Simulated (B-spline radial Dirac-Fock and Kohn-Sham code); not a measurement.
ΔSCF core binding energies without Breit or QED terms, calculated with a radial B-spline solver.

A sound run for the free rhenium atom in the configuration [Xe] 4f14 5d5 6s2: The ground state converged in 11 iterations, with total energy -16707.58330 Ha, virial ratio 1.88497 and highest orbital energy -7.57 eV. ΔSCF binding energies: K (1s) 72047.4 eV, L3 (2p3/2) 10574.1 eV, M5 (3d5/2) 1895.6 eV.

A second run, with one unsound setting: The ground state converged in 10 iterations, with total energy -16689.38121 Ha, virial ratio 1.88083 and highest orbital energy 135.80 eV. ΔSCF binding energies: K (1s) 71974.5 eV, L3 (2p3/2) 10503.9 eV, M5 (3d5/2) 1828.9 eV.

```
iter   energy (Ha)        error
   1   -16686.31777592  2.17e+00
   2   -16687.03465671  4.07e-01
   3   -16689.35986049  5.48e-02
   4   -16689.38058954  7.75e-03
   5   -16689.38116206  1.78e-03
   6   -16689.38117518  1.71e-03
   7   -16689.38120867  2.35e-04
   8   -16689.38120911  4.11e-05
   9   -16689.38120913  1.41e-06
  10   -16689.38120913  6.45e-08
```

**Question.** Which fault fits the second run best?
A. overfilled shell
B. speed of light below Z
C. box too small
D. damping too heavy

**Answer.** C. The input had rmax = 2.0: rmax squeezes the outer orbitals.
